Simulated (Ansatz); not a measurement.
A structure relaxed at PBE-D4/def2-TZVP in Ansatz, charge 0, singlet:

```xyz
3

Sn    1.210    0.864   -0.300
Sn   -1.201   -0.108    0.920
O    -0.009   -0.755   -0.620
```

Give its formula and point group.

Sn₂O. Point group C2v (tolerance 0.1 Å).

Summarise the bond lengths by kind (pairs closer than 1.2 times the sum of covalent radii, bridged metal pairs left out).

2 × O–Sn 2.05 Å.

In the def2 sets Sn takes a core potential; there is no spin–orbit coupling. The structure comes from a short search, and lower isomers may exist.
